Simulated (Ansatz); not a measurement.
Spectroscopic constants of YF, multiplicity 3 (not the ground state: that is measured with 2S+1 = 1). No spin–orbit coupling.

Seven points along R, fitted to fifth degree in 1/R; most abundant isotopes. Runs in def2 and cc sets follow the lowest solution found near the PBE0 minimum.

Programs: Ansatz (Gaussian orbitals).  In def2 rows elements past Kr take small-core potentials, without spin–orbit coupling.

Energies at PBE/def2-TZVPP:

```csv
R (Å),E (hartree)
1.823090,-138.11995347
1.872097,-138.12556070
1.917185,-138.12833488
1.968153,-138.12926713
2.019121,-138.12834521
2.077930,-138.12551235
2.146541,-138.12044482
```

With a reduced mass of 15.6534 u, find the minimum, the force constant and the constants.

A fifth-degree polynomial in 1/R puts the minimum at r_e = 1.9662 Å with force constant 313 N/m. Then ω_e = (1/2πc)√(k/μ) = 582 cm⁻¹ and B_e = h/(8π²cμr_e²) = 0.2786 cm⁻¹; the cubic and quartic terms give α_e = 0.0017 and ω_e x_e = 2.6 cm⁻¹.

Ansatz is a first-principles code.
